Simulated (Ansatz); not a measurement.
System: PbI, charge 0, doublet. PbI (SMILES [I][Pb], doublet).
B3LYP-D3(BJ)/def2-TZVP minimum from Ansatz (a quantum-chemistry and plane-wave program):
```
Pb
I 1 2.8311
```
Charge 0, spin multiplicity 2.

Total energies in def2-QZVPP, 11 correlated electrons, 18 frozen orbitals. UHF or UKS for unpaired electrons; spin-orbit terms are left out. Correlated methods leave the cores frozen (noble-gas shells, and filled d and f shells in the p block). Past Kr the def2 sets carry scalar-relativistic core potentials. Spin-orbit terms, left out, reach several kcal/mol for Br and I, and more for heavier atoms. The spin of IPb ([I][Pb], doublet) was assumed, and the state is the lowest solution found for it.

```csv
method,program,energy (Eh),minus CCSDT(Q) (mEh)
HF,Ansatz,-488.56169,245.05
MP2,Ansatz,-488.77351,33.23
CCSD,Ansatz,-488.79389,12.85
CCSD(T),Ansatz,-488.80527,1.47
CCSDT(Q),Ansatz,-488.80674,0.00
```

Rough core times of Ansatz's runs on a shared machine: CCSD(T) 5 min, CCSDT(Q) 2 h.
